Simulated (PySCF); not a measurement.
5H-1,4-dioxepine (C5H6O2), SMILES O1CC=COC=C1.

The structure is a stationary point at B3LYP-D3(BJ)/def2-SVP. Other conformers were not sampled.

Calculation: PySCF with M06-2X/def2-TZVP.

The total energy is -344.50867 hartree and the highest occupied level is -7.34 eV. The lowest empty level is 0.92 eV, the orbital gap is 8.26 eV and the dipole moment comes out as 1.02 D. The quadrupole, principal values (traceless, Buckingham form, about the centre of nuclear charge) is -6.75, -1.44, 8.19 D·Å. The mean static polarisability is 62.8 bohr³ (9.31 Å³) and the polarisability, principal values comes out as 43.5, 69.3, 75.7 bohr³.
